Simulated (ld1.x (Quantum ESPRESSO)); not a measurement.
# Transferability test, TM semilocal potential for S

sulfur (S), norm-conserving Troullier–Martins (semilocal form), made with ld1.x (Quantum ESPRESSO) 7.5 (BP86, scalar-relativistic). Core [Ne], reference 3s1 3p5. Waves: 3s (bound): rc 1.25 bohr; 3p (bound): rc 1.55 bohr. Local part: the p channel. Core correction: a·sin(br)/r model core, default radius (core density twice the valence density).

Energies are relative to the spin-unpolarised reference configuration 3s1 3p5; without spin polarisation the order of configurations can differ from experiment.

```json
{"valence configuration": "3s2 3p4", "charge": "0", "ΔE all-electron (eV)": "-10.316", "error AE − PS (meV)": "-0.7"}
{"valence configuration": "3s2 3p3", "charge": "+1", "ΔE all-electron (eV)": "1.545", "error AE − PS (meV)": "-0.1"}
{"valence configuration": "3s2 3p2", "charge": "+2", "ΔE all-electron (eV)": "23.921", "error AE − PS (meV)": "+17"}
{"valence configuration": "3s2 3p4.3", "charge": "-0.3", "ΔE all-electron (eV)": "-12.054", "error AE − PS (meV)": "+0.2"}
{"valence configuration": "3s2 3p1", "charge": "+3", "ΔE all-electron (eV)": "58.067", "error AE − PS (meV)": "+72"}
{"valence configuration": "3s0 3p6", "charge": "0", "ΔE all-electron (eV)": "10.438", "error AE − PS (meV)": "-1.4"}
```

Task: What are ΔE and the potential's error for 3s1 3p4?

Result: ΔE = 12.430 eV all-electron; the error (AE − PS) is +2.5 meV.
